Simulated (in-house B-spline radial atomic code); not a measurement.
Configurations of S⁸⁺, with energies counted from [He] 2s2 (2p1/2)2 (2p3/2)2. Level of theory: Dirac-Hartree-Fock, average of each configuration as written, Fermi nucleus of rms radius 3.2611 fm; calculated with an all-electron radial atomic-structure program (B-spline basis). Energies include first-order Breit, QED and recoil terms.

Occupations are held fixed; configurations that lie above the ionisation limit could autoionise.

| configuration | E - E(ref) (eV) | highest orbital | its <r> (bohr) |
| --- | --- | --- | --- |
| [He] 2s2 (2p3/2)4 | 4.6336 | 2p3/2 | 0.4052 |
| [He] 2s2 (2p3/2)3 (3p1/2)1 | 243.57 | 3p1/2 | 1.175 |
| [He] 2s2 (2p1/2)1 (2p3/2)2 4s1 | 301.05 | 4s1/2 | 2.215 |
| [He] 2s2 (2p1/2)2 (2p3/2)1 (5d3/2)1 | 339.4 | 5d3/2 | 3.698 |
| [He] 2s1 (2p3/2)4 (4d3/2)1 | 370.02 | 4d3/2 | 2.247 |
| [He] 2s1 (2p3/2)4 (5p1/2)1 | 392.79 | 5p1/2 | 3.707 |

Question: Order these further configurations by energy, lowest first.
A. [He] 2s2 (2p3/2)3 3s1
B. [He] 2s2 (2p3/2)3 (6d3/2)1
C. [He] 2s2 (2p1/2)2 (2p3/2)1 (6g9/2)1
D. [He] 2s1 (2p3/2)4 (6f7/2)1
E. [He] 2s2 (2p1/2)1 (2p3/2)2 (4d5/2)1

Answer: A (228.12 eV), E (312.99 eV), C (354.31 eV), B (356.52 eV), D (410.3 eV).

Question: How far above the reference does [He] 2s1 (2p1/2)2 (2p3/2)2 (6g7/2)1 lie?

Answer: 405.51 eV; its least bound orbital is 6g7/2 with <r> = 4.887 bohr.

Question: How far above the reference does [He] 2s1 (2p3/2)4 (4f7/2)1 lie?

Answer: 371.96 eV; its least bound orbital is 4f7/2 with <r> = 1.991 bohr.
